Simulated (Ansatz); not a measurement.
Reaction (isomerisation): `CC(S)[SiH2]F` → `C[SiH2]SCF`

Isolated molecules relaxed with PBE0-D4/def2-TZVP in Ansatz; ΔE leaves out vibrations. CCSD(T)/CBS adds triple-zeta CCSD(T) − MP2 to the extrapolated MP2 energy (def2 sets, frozen cores). Functionals use def2-TZVPP. Each species was taken in one conformer, which may not be the lowest.

| species | B2PLYP energy (Eh) |
| --- | --- |
| `CC(S)[SiH2]F` | -867.73986 |
| `C[SiH2]SCF` | -867.69624 |

Q: Work out ΔE.

A: ΔE = (-867.69624) − (-867.73986) = 0.04362 Eh = +114.5 kJ/mol. CCSD(T)/CBS gives +120.9 kJ/mol.

Largest T1 diagnostic among the species: 0.011.

In def2-TZVPP, CCSD(T) changes the Hartree–Fock value by +4.4 kJ/mol (the triples alone add −1.2 kJ/mol) and MP2 by +11.9 kJ/mol. From PBE to PBE0 (25 % exact exchange), in def2-TZVPP and without D4, ΔE moves by +6.2 kJ/mol.
